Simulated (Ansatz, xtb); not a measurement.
CH2ClGe: where a starting geometry ends

The starting geometry of this gas-phase doublet has its atoms placed at random.

```xyz
5

C    -0.9884    0.1077   -1.0489
Cl    1.5673    0.1356    1.1461
Ge   -0.3800    1.2243    1.2605
H    -0.5893   -0.0616    0.3451
H    -1.8042    0.2934   -0.1247
```

Question: Guess where an optimisation with r2SCAN-D4/def2-SVP ends from this start.

Answer: It ends as a structure given below by its coordinates. Distances that change by over a tenth: C1–H5 (1.25 → 1.10 Å). Contacts that open: Ge3–H4 (1.59 → 2.73 Å). Contacts that close: C1–Ge3 (2.64 → 1.96 Å), C1–H4 (1.46 → 1.10 Å).

The energy falls by 5.10 eV over 12 steps:

```csv
step,E − E(last) (eV)
1,5.105
2,3.665
3,2.552
5,0.988
6,0.630
7,0.275
8,0.042
10,0.000
11,0.000
12,0.000
```

Final geometry (Å):

```xyz
5

C    -1.0606    0.2096   -0.0471
Cl    1.6982    0.3190    1.3466
Ge   -0.1192    1.5472    1.0265
H    -0.6480   -0.7784   -0.2956
H    -2.0650    0.4021   -0.4525
```

From the same start GFN2-xTB reaches the same bonding as this run.

From so rough a start the end depends on the optimiser's path, so another program may land elsewhere. The end wasn't checked by frequencies. Open shells are spin-unrestricted. Run with Ansatz 0.2.0, 110 s on 1 thread of Arm Neoverse V1 (shared host).
